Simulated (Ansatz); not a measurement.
Input for Ansatz (an electronic-structure program): R-CCSD(T)/aug-cc-pVQZ on H2 (SMILES [H][H]).

Ansatz 0.2 input:
```yaml
crystal:
  periodic: [false, false, false]
  atoms:
    - {symbol: H, position_ang: [0.00000000, 0.00000000, 0.37198582]}
    - {symbol: H, position_ang: [-0.00000000, -0.00000000, -0.37198582]}
basis:
  gaussian:
    orbitals: aug-cc-pVQZ
magnetization: {spin_polarized: false}
correlation: {method: ccsd_t, electrons: outside_noble_gas}
scf: {lower_state_search: off}
```

The log:

```
WARN ansatz: RAYON_NUM_THREADS=1 ignored (pool sized by the plan → 1); use --threads N
Functional definition: HF
these checks for a lower state are left out or cut short: stability, starts, cluster_reference, orbital_swaps, neighbouring_geometries, increment
integrals: 0.08 GiB planned
522 factors; integrals over basis functions are off by at most 6.3e-4 eV
mean field: 0.09 GiB planned
mean field evaluation 1: about -30.7511 eV, gradient 3.6e0 eV
mean field evaluation 2: about -30.7511 eV, gradient 3.6e0 eV
mean field evaluation 4: about -30.8423 eV, gradient 7.0e-2 eV
mean field evaluation 8: about -30.8423 eV, gradient 2.0e-7 eV
mean field -30.84234818 eV, -1.1334353899 hartree, gradient 2.0e-7 eV, S^2 0.000000; 0 other end points of the search recorded, 0 dependent functions left out
reference -30.84234818 eV, -1.1334353899 hartree; 1, 1 occupied and 91, 91 virtual orbitals, 522 factors
second order -0.90516357 eV of doubles, -0.00000000 eV of singles
coupled cluster: 0.20 GiB planned
cycle   1  -1.03307277 eV  change   -1.3e-1 eV  update   2.5e-2
cycle   2  -1.10025370 eV  change   -6.7e-2 eV  update   9.1e-3
cycle   3  -1.09978918 eV  change    4.6e-4 eV  update   1.1e-3
cycle   4  -1.10018788 eV  change   -4.0e-4 eV  update   2.4e-4
cycle   5  -1.10015477 eV  change    3.3e-5 eV  update   3.6e-5
cycle   6  -1.10014316 eV  change    1.2e-5 eV  update   7.0e-6
cycle   7  -1.10014345 eV  change   -2.9e-7 eV  update   1.5e-6
perturbative correction -0.00000000 eV, -0.0000000000 hartree
Total energy: -31.94249163 eV, -1.1738649159 hartree
Checks for a lower state left out: stability, starts, cluster_reference, orbital_swaps, neighbouring_geometries, increment
```

The calculation finished and met its thresholds.

Cost: around 1.2 core-seconds (rough).
